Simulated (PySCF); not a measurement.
**Radial density of V (vanadium, neutral)**

UHF, [Ar] 3d3 4s1 4p1, one real determinant (an excited configuration). Calculation: PySCF 2.14, in x2c-QZVPPall (11s7p5d3f2g, 96 functions); scalar relativity by spin-free X2C-1e.

| r (bohr) | 4πr²ρ (e/bohr) | 4πr²(ρα − ρβ) |
| --- | --- | --- |
| 0.000918 | 0.1137 | 0.0000 |
| 0.00154 | 0.2962 | 0.0001 |
| 0.00260 | 0.7570 | 0.0002 |
| 0.00437 | 1.879 | 0.0005 |
| 0.00735 | 4.436 | 0.0012 |
| 0.0124 | 9.598 | 0.0026 |
| 0.0208 | 17.90 | 0.0046 |
| 0.0350 | 26.05 | 0.0055 |
| 0.0588 | 26.14 | 0.0024 |
| 0.0989 | 20.68 | 0.0043 |
| 0.166 | 26.92 | 0.0592 |
| 0.280 | 25.79 | 0.2987 |
| 0.471 | 9.675 | 1.1270 |
| 0.792 | 11.76 | 2.1772 |
| 1.33 | 6.027 | 1.6764 |
| 2.24 | 1.198 | 0.9340 |
| 3.77 | 0.5778 | 0.5766 |
| 6.34 | 0.1159 | 0.1159 |
| 10.7 | 0.003112 | 0.0031 |

Densities and radii are taken from the X2C orbitals without a picture-change correction, which distorts them close to the nucleus.

⟨L²⟩ = 14.03 against 20 for a pure G term, so this real determinant mixes terms.
